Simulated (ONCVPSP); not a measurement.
# Ranking ONCV potentials for arsenic

All share these settings but for the change named:

ONCVPSP 4.0.1 input, shortened (lines: element, Z, core and valence counts, functional; n l f; lmax; l rc ep ncon nbas qcut; lloc lpopt rc5 dvloc0; l nproj debl; icmod fcfact rcfact), PBE, fully relativistic:

```
  As 33.00    3    5        4      upf
    1    0    2.00
    2    0    2.00
    2    1    6.00
    3    0    2.00
    3    1    6.00
    3    2   10.00
    4    0    2.00
    4    1    2.50
    2
    0    1.10    0.00    4    8   13.90
    1    1.00    0.00    4    7   12.30
    2    1.00    0.00    4    9   17.20
    4    4    0.75    6.00
    0    2    4.00
    1    2    1.40
    2    2    3.00
    3    5.00    1.35
```

Open shells are filled in proportion to 2j + 1.

Test errors are all-electron minus pseudo excitation energies from the reference, over 3s2 3p6 3d10 4s2 4p3; 3s2 3p6 3d10 4s2 4p2; 3s2 3p6 3d10 4s2 4p1; 3s2 3p6 3d9 4s2 4p3. None of these files shows a bound ghost.

The base gives 101.5 meV.

Of 9 variants that were run, those that failed, showed a ghost or another fault, or gave nearly equal values are left out.

A variant can come out equal or close to the base, since the largest error may sit in a test that the change hardly touches while other tests move.

Task: Rank these variants by their largest absolute test error, smallest first.
A. all radii but the core radius scaled by about 1.25 (s 1.38, p 1.24, d 1.24 bohr); local potential polynomial inside 0.94 bohr (lpopt 4, dvloc0 6 Ha)
B. all radii but the core radius scaled by about 0.84 (s 0.92, p 0.84, d 0.84 bohr); local potential polynomial inside 0.62 bohr (lpopt 4, dvloc0 6 Ha)
C. all radii but the core radius scaled by about 1.30 (s 1.44, p 1.30, d 1.30 bohr); local potential polynomial inside 0.98 bohr (lpopt 4, dvloc0 6 Ha)
D. all radii but the core radius scaled by about 1.05 (s 1.16, p 1.04, d 1.04 bohr); local potential polynomial inside 0.78 bohr (lpopt 4, dvloc0 6 Ha)
E. all radii but the core radius scaled by about 1.17 (s 1.28, p 1.18, d 1.18 bohr); local potential polynomial inside 0.88 bohr (lpopt 4, dvloc0 6 Ha)

Result: B (54.4 meV), D (114.3 meV), E (169.8 meV), A (205.2 meV), C (247.9 meV).
